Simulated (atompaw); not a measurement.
## Which change was made? (Zr, PAW (atompaw))

- Element: Zr (Z = 40)
- Generator: atompaw 4.2.0.5
- Type: PAW
- Functional: PBE
- Relativity: scalar-relativistic
- Frozen core: [Ar] 3d10
- Valence charge: 12
- Reference configuration: 4s2 4p6 4d1 5s0 5p0 (charge +3)
- Partial waves: 4s (bound): rc 1.45 bohr; 5s (bound, empty): rc 2.45 bohr; 4p (bound): rc 2.10 bohr; 5p (bound, empty): rc 2.45 bohr; 4d (bound): rc 2.45 bohr; 4d channel at -0.7 Ry: rc 2.45 bohr
- Local potential: ultrasoft scheme with l = 3 at -0.5 Ry, radius 2.45 bohr
- Core correction: smooth core density matched at 1.45 bohr
- Augmentation charge: sinc compensation charge, radius 2.00 bohr; PAW radius 2.45 bohr; waves and projectors: modrrkj vanderbiltortho

Cutoffs, loose and tight: the cutoffs (Ry, on a coarse ladder) from which the occupation-weighted sum of valence levels, in a spherical-Bessel basis at the reference potential, stays within 10 and 1 mRy of its value at 400 Ry. They see the waves, projectors and local potential, not the compensation charge or the core.

The base gives: outcome: generated; cutoff, loose: 21 Ry; cutoff, tight: 35 Ry; bound ghosts: none.

(1) After one change the result is: outcome: failed: atompaw: The overlap operator has at least one negative eigenvalue!. Which change was it?
A. all radii scaled by about 0.74 (s 1.08, p 1.56, d 1.82 bohr); local potential ultrasoft scheme with l = 3 at -0.5 Ry, radius 1.82 bohr; augmentation sinc compensation charge, radius 1.48 bohr; PAW radius 1.82 bohr; waves and projectors: modrrkj vanderbiltortho; core correction smooth core density matched at 1.08 bohr
B. all radii scaled by about 0.89 (s 1.30, p 1.88, d 2.18 bohr); local potential ultrasoft scheme with l = 3 at -0.5 Ry, radius 2.18 bohr; augmentation sinc compensation charge, radius 1.78 bohr; PAW radius 2.18 bohr; waves and projectors: modrrkj vanderbiltortho; core correction smooth core density matched at 1.30 bohr
C. all radii scaled by about 1.18 (s 1.72, p 2.48, d 2.90 bohr); local potential ultrasoft scheme with l = 3 at -0.5 Ry, radius 2.90 bohr; augmentation sinc compensation charge, radius 2.36 bohr; PAW radius 2.90 bohr; waves and projectors: modrrkj vanderbiltortho; core correction smooth core density matched at 1.72 bohr

## Answers

(1) A. The others give: all radii scaled by about 0.89 (s 1.30, p 1.88, d 2.18 bohr); local potential ultrasoft scheme with l = 3 at -0.5 Ry, radius 2.18 bohr; augmentation sinc compensation charge, radius 1.78 bohr; PAW radius 2.18 bohr; waves and projectors: modrrkj vanderbiltortho; core correction smooth core density matched at 1.30 bohr → outcome: generated; cutoff, loose: 30 Ry; cutoff, tight: 55 Ry; bound ghosts: none | all radii scaled by about 1.18 (s 1.72, p 2.48, d 2.90 bohr); local potential ultrasoft scheme with l = 3 at -0.5 Ry, radius 2.90 bohr; augmentation sinc compensation charge, radius 2.36 bohr; PAW radius 2.90 bohr; waves and projectors: modrrkj vanderbiltortho; core correction smooth core density matched at 1.72 bohr → outcome: generated; cutoff, loose: 15 Ry; cutoff, tight: 30 Ry; bound ghosts: none.
